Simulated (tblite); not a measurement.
Compound: C5H6F3O3S (charge -1).
Z-matrix (Å and degrees, GFN2-xTB geometry), rows numbered from 1:
```
O 
S   1  1.4591
O   2  1.4574  1  113.77
O   2  1.4531  1  114.35  3  -134.05
C   2  1.8626  1  106.00  3   113.29
C   5  1.5007  2  112.60  1   -45.19
F   6  1.3715  5  110.79  2    99.26
F   6  1.3939  5  110.27  2  -148.36
C   6  1.5222  5  113.81  2   -25.09
C   9  1.4872  6  112.17  5  -178.01
C  10  1.3176  9  123.26  6   125.16
F  11  1.3568 10  122.05  9   179.08
H   5  1.0850  2  106.85  1    77.71
H   5  1.0845  2  104.10  1  -165.17
H   9  1.0891  6  108.36  5   -53.30
H   9  1.0977  6  104.66  5    61.01
H  10  1.0811  9  116.84  6   -54.23
H  11  1.0793 10  126.35  9     0.30
```

Level: GFN2-xTB in tblite, geometry and Hessian alike; calculated harmonic values, unscaled, isolated species. Against measured fundamentals such values can be off by several per cent, at times by over 20. One conformer, not necessarily the lowest.

Harmonic wavenumbers (cm⁻¹): 37.7, 45.0, 51.9, 104.9, 127.8, 167.3, 224.0, 256.4, 271.3, 285.8, 300.1, 337.1, 396.6, 473.0, 477.3, 482.5, 502.0, 550.2, 601.5, 704.4, 725.4, 753.8, 807.8, 848.4, 936.0, 984.9, 989.4, 1029.3, 1058.5, 1100.0, 1132.6, 1145.0, 1154.5, 1176.6, 1184.8, 1198.0, 1229.6, 1255.0, 1319.3, 1418.6, 1426.2, 1724.9, 2908.4, 3026.1, 3033.6, 3045.5, 3080.8, 3091.9.

A = 1507, B = 434.1, C = 388.5 MHz; mass 202.999 u (most abundant isotopes); point group C1, symmetry number 1.

**Question.** What is the zero-point energy?

**Answer.** Half the sum of the wavenumbers: 24591 cm⁻¹ = 70.31 kcal/mol.

**Question.** What is S at 350 K and 1 bar for an ideal gas of classical rigid rotors and harmonic oscillators?

**Answer.** Translation 42.65, rotation 31.99, vibration 46.83: S = 121.5 cal/(mol K).

**Question.** And Cp and H(350 K) − H(0)?

**Answer.** Cp = 51.92 cal/(mol K), of which vibrations give 43.97 (their classical limit is 48 R = 95.4); H(350 K) − H(0) = 11.00 kcal/mol without the zero-point energy, 8.22 from vibrations.

**Question.** Blend soft modes into free rotors: weight 1/[1 + (100 cm⁻¹/ν̃)⁴] for the oscillator and the rest for a rotor with moment μB/(μ + B), μ = h/(8π²ν), B = 10⁻⁴⁴ kg m². What vibrational entropy results?

**Answer.** 41.90 cal/(mol K) in place of 46.83, which changes −T·S at 350 K by +1.72 kcal/mol.

**Question.** How do the functions run with temperature in this model?

**Answer.** 
```csv
T (K),S (cal/(mol K)),Cp (cal/(mol K)),H − H(0) (kcal/mol),G − H(0) (kcal/mol),ln q(vib)
100,77.8,22.5,1.53,-6.25,2.90
200,97.4,35.3,4.43,-15.05,6.53
300,113.9,46.7,8.54,-25.63,10.04
500,142.2,64.5,19.79,-51.33,16.67
800,176.2,79.3,41.62,-99.31,25.60
1000,194.5,85.0,58.08,-136.42,30.89
```

q(vib) and H(0) count from the zero-point level.

**Question.** What must be added to the electronic energy to get the Gibbs energy at 350 K and 1 bar?

**Answer.** ZPE + [H(350 K) − H(0)] − T·S = 70.31 + 11.00 − 42.52 = 38.79 kcal/mol.

**Question.** Which modes carry the vibrational entropy at 350 K?

**Answer.** 37.7 cm⁻¹: 5.69; 45.0 cm⁻¹: 5.34; 51.9 cm⁻¹: 5.06; 104.9 cm⁻¹: 3.67; 127.8 cm⁻¹: 3.29; 167.3 cm⁻¹: 2.77 cal/(mol K); the other 42 give 21.00 together.

Hindered rotation and anharmonicity are outside this model. Other conformers, if any are populated, would add a mixing term that is left out. The structure is chiral; the term R ln 2 for an equal mix with its mirror image is left out.

Hardware: Arm Neoverse V1, one thread (shared host). This covers the Hessian and the dipole derivatives.
